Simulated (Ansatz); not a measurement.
`C=[C](F)[AlH][OH]` + `CC` → `C[CH2][AlH][OH]` + `C=CF`  (formal exchange of groups at the Al–C bond)

Program: Ansatz. Geometries: PBE0-D4/def2-TZVP. ΔE: electronic, gas phase. CCSD(T)/CBS is the MP2 limit (def2-TZVPP, def2-QZVPP) plus CCSD(T) − MP2 in def2-TZVPP, frozen cores. This one scheme is used for every species. Functionals use def2-TZVPP. B3LYP here is the variant with VWN-RPA as its local correlation; programs differ in this. One conformer a species, not always the lowest.

(1) Is it downhill or uphill in electronic energy at CCSD(T)/CBS, and by how much? (Best estimate.)

(2) What do these levels give: LDA (SPW92), B3LYP-D4, BHLYP-D4, ωB97X-V, ωB97M-V, PBE, r2SCANh, LC-ωPBE, CCSD/def2-SVP, CCSD(T)/def2-TZVPP, HF/def2-QZVPP, MP2/def2-QZVPP? (An estimate is asked.)

Largest T1 diagnostic among the species: 0.013.

Answers

(1) Ansatz gave: Uphill: ΔE = +21.3 kJ/mol.

(2) Ansatz gave: LDA (SPW92) 16.8, B3LYP-D4 24.0, BHLYP-D4 24.1, ωB97X-V 22.1, ωB97M-V 20.8, PBE 21.0, r2SCANh 22.0, LC-ωPBE 19.5, CCSD/def2-SVP 21.6, CCSD(T)/def2-TZVPP 21.5, HF/def2-QZVPP 26.2, MP2/def2-QZVPP 20.4 kJ/mol.

In def2-TZVPP, CCSD(T) changes the Hartree–Fock value by −5.1 kJ/mol (the triples alone add +0.0 kJ/mol) and MP2 by −6.0 kJ/mol. Leaving LDA and LC-ωPBE aside and taking each functional with its dispersion term where it has one, the values, not all of them listed here, spread over 5.4 kJ/mol, from PBE0-D4 to BLYP-D4. LDA lies −4.2 kJ/mol from PBE without D4.
